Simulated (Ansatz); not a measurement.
LiAlO₂. Total charge 0; quintet. Geometry r2SCAN-D4/def2-TZVP; atoms count from 1.

```xyz
4

Li   -1.193    0.576   -1.028
Al    0.692    0.493    0.908
O     0.542    0.131   -0.807
O    -0.041   -1.200    0.927
```

At PBE0-D4/def2-TZVP a singlet of charge 0 lies 5.96 eV below the quintet, each at its own geometry. The structure comes from a short search, and lower isomers may exist.

(1) Estimate the Mulliken populations from the PBE0/def2-TZVP orbitals of Ansatz.

(2) Where does the spin sit?

(3) And the Mayer bond orders between bonded heavy atoms (over 0.3)?

Results:

(1) 
```
atom  charge (e)  spin (α − β)
 Li1        0.53          0.35
 Al2        0.13          1.47
  O3       -0.47          0.85
  O4       -0.19          1.33
```
Mulliken values and Mayer orders depend strongly on the basis.

(2) Summed by element: Li 0.35, Al 1.47, O 2.18, of 4 unpaired in all. Largest on single atoms: Al2 1.47, O4 1.33, O3 0.85.

(3) Li1–Al2 0.49 (2.70 Å); Al2–O3 1.00 (1.76 Å); Al2–O4 0.83 (1.84 Å). Values over 0.3 also appear between atoms too far apart for a bond (O3–O4 0.34 at 2.26 Å); they arise where an orbital or an unpaired electron spreads over both atoms.
